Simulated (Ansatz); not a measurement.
```xyz
4

F     0.0000    0.0000    0.0000
H     1.5976    0.0000    0.5815
H    -0.7988    1.3836    0.5815
H    -0.7988   -1.3836    0.5815
```

Basis set: pcseg-2 (spherical functions). Charge 0, multiplicity 1.

Computed with Ansatz (development build ahead of 0.2.0); each method stands on the lowest determinant of its kind that the runs found.

Give the atomization energy at this shape (free ground-state atoms in the same class of orbitals less the molecule, no zero-point energy) of singlet H₃F by UHF, RHF.

| method | atomization energy |
| --- | --- |
| UHF | -0.61 eV |
| RHF | -4.33 eV |

Caution: the shape is not the minimum. Caution for UHF: the unrestricted determinant is a mixture of spin states. Caution for RHF: an unrestricted determinant lies well below; the molecule lies well above its atoms at this level.
